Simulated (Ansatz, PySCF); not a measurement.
This Ansatz (a program for electronic structure) input computes a CCSD(T)/cc-pVDZ energy:

Ansatz 0.2 input:
```yaml
crystal:
  periodic: [false, false, false]
  atoms:
    - {symbol: B, position_ang: [-0.07256371, 0.45146116, -0.35422101]}
    - {symbol: O, position_ang: [1.06659339, -0.13500571, 0.38864321]}
    - {symbol: O, position_ang: [-1.16242726, -0.23827402, -0.13792737]}
    - {symbol: H, position_ang: [0.19620846, 1.40541215, -0.98849286]}
    - {symbol: H, position_ang: [1.96950808, 0.22686796, 0.36475208]}
    - {symbol: H, position_ang: [-1.99247755, 0.02567489, -0.55813180]}
    - {symbol: H, position_ang: [0.95625049, -0.92902301, 0.94725092]}
basis:
  gaussian:
    orbitals: cc-pVDZ
total_charge: 1
magnetization: {spin_polarized: false}
correlation: {method: ccsd_t, electrons: outside_noble_gas}
```

Write an input for the same energy in PySCF and say what it gives.


```python
from pyscf import gto, scf, mp, cc as ccmod

mol = gto.M(
    atom='''
    B    -0.07256371    0.45146116   -0.35422101
    O     1.06659339   -0.13500571    0.38864321
    O    -1.16242726   -0.23827402   -0.13792737
    H     0.19620846    1.40541215   -0.98849286
    H     1.96950808    0.22686796    0.36475208
    H    -1.99247755    0.02567489   -0.55813180
    H     0.95625049   -0.92902301    0.94725092
    ''',
    basis='cc-pvdz',
    charge=1,
    spin=0,
    verbose=4,
)

mf = scf.RHF(mol)
mf.conv_tol = 1e-10
mf.max_cycle = 100
mf.kernel()
mp2 = mp.MP2(mf, frozen=3).run()
cc = ccmod.CCSD(mf, frozen=3)
cc.max_cycle = 100
cc.kernel()
et = cc.ccsd_t()
print(f'E(CCSD(T)) = {cc.e_tot + et:.9f}')
```
It gives -177.06126 Eh, and Ansatz -177.06126 Eh, a difference of 0.00 mEh.

It need not be the lowest isomer of its formula.
